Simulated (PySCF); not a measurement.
# Correlation energy of Hg⁶⁹⁺ (mercury, charge +69)

[Ne] 3s1, 2S determinant. Calculation: PySCF 2.14, in an uncontracted even-tempered set (16 s from 21 bohr⁻², ratio 2.5; 10 p from 28 bohr⁻², ratio 2.5; 4 d from 100 bohr⁻², ratio 2.7; 4 f from 150 bohr⁻², ratio 2.7); the non-relativistic Hamiltonian (point nucleus). Frozen: 1s2; 9 electrons correlated; the 17 highest virtual orbitals of each spin left out.

```tsv
level	correlation energy (mhartree)
CCSD	-321.39
(T)	-0.04
CCSD(T)	-321.43
```

Diagnostics: T1 = 3.0e-05, D1 = 0.0001, largest double amplitude 0.002.

Q: Is a single reference adequate?

A: Yes, within this model without spin-orbit coupling: T1 lies below 0.03 and no double amplitude reaches 0.07.

At this charge a non-relativistic calculation is a model, useful for the Z dependence of the correlation energy.
